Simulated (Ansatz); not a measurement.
Basis-set series for `[O]=[Mo]([OH])([OH])([F])[Cl]`. Total charge 0; spin multiplicity 1. Mo takes the def2 core potential. The structure was optimised at the PBE0-D4/def2-TZVP level. It is one conformer, not always the lowest.

```json
{"atom": "O1", "x (Å)": "1.704", "y (Å)": "-0.704", "z (Å)": "-0.783"}
{"atom": "Mo2", "x (Å)": "0.441", "y (Å)": "-0.089", "z (Å)": "0.080"}
{"atom": "O3", "x (Å)": "-0.884", "y (Å)": "0.732", "z (Å)": "-1.000"}
{"atom": "O4", "x (Å)": "-0.716", "y (Å)": "-1.530", "z (Å)": "0.067"}
{"atom": "F5", "x (Å)": "0.992", "y (Å)": "1.693", "z (Å)": "0.242"}
{"atom": "Cl6", "x (Å)": "0.852", "y (Å)": "-0.272", "z (Å)": "2.312"}
{"atom": "H7", "x (Å)": "-0.726", "y (Å)": "1.669", "z (Å)": "-1.159"}
{"atom": "H8", "x (Å)": "-1.663", "y (Å)": "-1.500", "z (Å)": "0.241"}
```

```tsv
functional	basis	functions	energy (Eh)	HOMO (eV)	LUMO (eV)
PBE0-D4	def2-TZVPP	250	-855.00100	-9.40	-4.23
PBE0-D4	def2-QZVPP	439	-855.03716	-9.42	-4.22
ωB97M-V	def2-TZVPP	250	-855.28194	-11.65	-2.09
ωB97M-V	def2-QZVPP	439	-855.31680	-11.67	-2.10
```

Q: Give the rows for def2-SVP. (An estimate is asked.)

A: Ansatz gave: 
```tsv
functional	basis	functions	energy (Eh)	HOMO (eV)	LUMO (eV)
PBE0-D4	def2-SVP	115	-854.41004	-9.35	-4.26
ωB97M-V	def2-SVP	115	-854.68387	-11.56	-2.10
```
